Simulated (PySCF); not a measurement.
Geometries of 4 isomers of C2H10GeSi, from PBE0-D3(BJ)/def2-SVP geometry optimisation, gas phase in PySCF 2.14.0. One conformer each, no zero-point energy, no frequencies.

**Question.** Which isomer lies lowest at this level?
A.
```xyz
14
angstrom
C     -1.664   -0.297   -0.877
C     -1.241   -0.136    0.579
Si     0.357    0.848    0.818
Ge     2.217   -0.270   -0.190
H     -2.588   -0.890   -0.968
H     -1.851    0.678   -1.354
H     -0.890   -0.808   -1.473
H     -1.106   -1.121    1.058
H     -2.030    0.374    1.158
H      0.216    2.205    0.199
H      0.641    1.036    2.276
H      3.021    0.665   -1.113
H      3.181   -0.820    0.880
H      1.736   -1.465   -1.038
```
B.
```xyz
14
angstrom
C     -0.085    1.618   -0.846
C      0.039    0.607    0.299
Si    -1.481   -0.501    0.441
Ge     1.690   -0.452    0.140
H     -0.976    2.258   -0.731
H     -0.172    1.115   -1.823
H      0.790    2.286   -0.903
H      0.129    1.140    1.263
H     -2.718    0.326    0.604
H     -1.634   -1.326   -0.799
H     -1.360   -1.422    1.613
H      1.849   -1.405    1.340
H      2.900    0.502    0.085
H      1.655   -1.280   -1.160
```
C.
```xyz
14
angstrom
Ge     0.076    0.122    0.569
H      0.095    0.124    2.116
C      1.922    0.112   -0.090
H      2.465    0.993    0.283
H      1.933    0.136   -1.190
H      2.452   -0.791    0.244
C     -0.842    1.733   -0.065
H     -1.882    1.759    0.292
H     -0.850    1.757   -1.164
H     -0.326    2.634    0.300
Si    -1.074   -1.830   -0.183
H     -0.439   -3.073    0.359
H     -1.042   -1.908   -1.678
H     -2.507   -1.810    0.249
```
D.
```xyz
14
angstrom
C     -1.728    0.372   -0.113
C     -1.071   -0.286    1.093
Ge     0.758    0.353    1.434
Si     2.111   -0.001   -0.499
H     -1.787    1.466    0.001
H     -2.755    0.002   -0.267
H     -1.169    0.173   -1.042
H     -1.663   -0.114    2.007
H     -1.012   -1.379    0.960
H      1.371   -0.390    2.641
H      0.731    1.862    1.767
H      2.007   -1.429   -0.938
H      1.654    0.865   -1.630
H      3.548    0.306   -0.220
```

**Answer.** C. That is `[H][Ge]([CH3])([CH3])[SiH3]` (GeHMe2(SiH3)), 4.6 kcal/mol below the next.

| SMILES | atoms numbered as above | E (Eh) | relative (kcal/mol) | relative (kJ/mol) | dipole (D) |
| --- | --- | --- | --- | --- | --- |
| [H][Ge]([CH3])([CH3])[SiH3] | – | -2447.84157 | 0.0 | 0.0 | 1.04 |
| CC[SiH2][GeH3] | [CH3:1][CH2:2][SiH2:3][GeH3:4] | -2447.83427 | 4.6 | 19.2 | 1.05 |
| C[CH2][GeH2][SiH3] | [CH3:1][CH2:2][GeH2:3][SiH3:4] | -2447.83058 | 6.9 | 28.9 | 0.96 |
| C[C@@H]([SiH3])[GeH3] | [CH3:1][C@@H:2]([SiH3:3])[GeH3:4] | -2447.82096 | 12.9 | 54.1 | 0.87 |
